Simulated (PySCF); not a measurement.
## How methods differ on the ionisation energy of Rh²⁸⁺

Rh²⁸⁺ [Ne] 3s2 3p5 [3p1/2^2 3p3/2^3, M_J = 3/2] → Rh²⁹⁺ [Ne] 3s2 3p4 [3p1/2^2 3p3/2^2, M_J = 2], as a difference of total energies. All numbers are calculated (PySCF 2.14, the two-component X2C-1e Hamiltonian, in an even-tempered Gaussian basis (19 s from 4.3 bohr⁻², ratio 2.4; 14 p from 5.6 bohr⁻², ratio 2.4; 5 d from 23 bohr⁻², ratio 2.6; 4 f from 35 bohr⁻², ratio 2.6)). Correlated levels: 1s2 frozen; the 56 highest virtual spinors dropped. "Screened" scales the spin-orbit matrix elements by Boettger's factors to mimic the two-electron term; Breit and QED terms are absent.

Q: Order these methods by the ionisation energy they give, lowest first.
A. GHF (spin-free)
B. GHF (screened spin-orbit)
C. GMP2 (screened spin-orbit)
D. GMP2 (spin-free)

A: B (1608.8 eV), C (1609.8 eV), A (1617.4 eV), D (1618.4 eV).

Breit and QED terms and the two-electron picture change are absent.

The spin-free rows relax to the high-spin LS determinant and lack the spin-orbit shift.

The labels give the starting determinants; with spin-orbit coupling the two ends relaxed to ⟨J²⟩ = 3.75, ⟨L²⟩ = 2.01, ⟨S²⟩ = 0.76 and ⟨J²⟩ = 6.00, ⟨L²⟩ = 2.95, ⟨S²⟩ = 1.53.

For comparison: 1604.9 ± 1.7 eV (semi-empirical (NIST evaluation); NIST Atomic Spectra Database, ionization energies).
